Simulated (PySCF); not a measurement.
CH2I, SMILES [CH2]I (connectivity only; charge and spin as stated), charge +1, multiplicity 1. Geometry optimised at PBE0-D3(BJ)/def2-TZVP. The multiplicity is an assumed one; other spin states were not compared. The isomer is the one that the SMILES or the coordinates give; other isomers of the formula were not compared. The def2 effective core potentials stand for the cores of I; spin–orbit coupling is left out.

All values below come from PySCF with PBE0-D3(BJ)/def2-TZVP.

Harmonic wavenumbers (cm⁻¹): 780, 886, 1020, 1414, 3124, 3263. Rotational constants (GHz): 281.7, 9.810, 9.480; symmetry number 2.

Problem. Work out the zero-point energy and the ideal-gas rigid-rotor harmonic-oscillator thermochemistry at 298.15 K and 1 atm.

Solution. ZPE = ½ Σ hcν = ½ × 10487 cm⁻¹ = 14.99 kcal/mol. H − E(el) = 17.48 kcal/mol. Entropy in cal/(mol K): translation 40.74, rotation 18.67, vibration 0.47, total 59.88. G − E(el) = -0.38 kcal/mol. Cp = 9.61 cal/(mol K).
